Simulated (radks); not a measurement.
Polarisability of the caesium ion Cs+, [Xe], at imaginary frequency. Method: scalar-relativistic Kohn-Sham, PBE, spin-polarised, spherical densities, finite nucleus; Fermi nuclear charge, rms radius 4.8041 fm; computed with a radial shooting solver on a logarithmic mesh with Libxc functionals. Response by self-consistent Sternheimer equations with the Hartree and adiabatic LDA kernel, the relativistic mass of each level held fixed and spin-orbit coupling left out.

w (hartree),alpha1(iw) (bohr^3),alpha2(iw) (bohr^5)
0.00266,16.27,91.95
0.0143,16.26,91.92
0.0360,16.22,91.74
0.0697,16.08,91.17
0.118,15.74,89.75
0.186,15.04,86.71
0.280,13.76,80.98
0.413,11.74,71.46
0.605,9.107,57.83
0.892,6.284,41.56
1.35,3.838,25.71
2.12,2.089,13.29
3.59,0.9956,5.534
6.94,0.3664,1.713
17.5,0.07984,0.3038

Static values: alpha1 = 16.27 bohr^3 (2.410 angstrom^3; uncoupled 27.37), alpha2 = 91.95 bohr^5, alpha3 = 1044 bohr^7. C6 = 141.2, C8 = 4252, triple-dipole C9 = 1653 atomic units. One-pole (London) frequency 4 C6 / (3 alpha1^2) = 0.711 hartree, against 0.686 for minus the highest occupied eigenvalue.
